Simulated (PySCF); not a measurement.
**Cu⁺ (copper, charge +1) across methods**

[Ar] 3d9 4p1, one real determinant (an excited configuration). Calculation: PySCF 2.14, in aug-cc-pVDZ-DK (7s6p4d2f, 59 functions); the spin-free X2C one-electron Hamiltonian (Gaussian nucleus).

| method | E (hartree) | mean ε 3d α (eV) | mean ε 3d β (eV) | mean ε 4p α (eV) | Σ⟨r²⟩ (bohr²) | ⟨S²⟩ |
| --- | --- | --- | --- | --- | --- | --- |
| PBE | -1653.935 | -20.817 | -19.715 | -9.353 | 26.87 | 2.000 |
| UHF | -1652.68867 | -31.471 | -29.842 | -11.299 | 27.64 | 2.001 |
| BHandHLYP | -1654.145 | -26.467 | -25.174 | -10.419 | 26.95 | 2.001 |
| PBE0 | -1653.944 | -23.649 | -22.434 | -9.957 | 26.87 | 2.000 |
| wB97X | -1654.223 | -26.024 | -24.909 | -11.577 | 26.95 | 2.000 |
| TPSSh | -1654.179 | -21.856 | -20.736 | -9.561 | 26.83 | 2.000 |
| LDA | -1651.272 | -21.101 | -19.942 | -9.388 | 26.69 | 2.000 |
| r2SCAN | -1654.152 | -21.152 | -19.988 | -9.495 | 26.61 | 2.001 |

Q: Estimate the same row for BP86.

A: E (hartree) = -1654.446; mean ε 3d α (eV) = -20.902; mean ε 3d β (eV) = -19.841; mean ε 4p α (eV) = -9.465; Σ⟨r²⟩ (bohr²) = 26.71; ⟨S²⟩ = 2.000.

⟨L²⟩ = 8.01 against 12 for a pure F term, so this real determinant mixes terms.
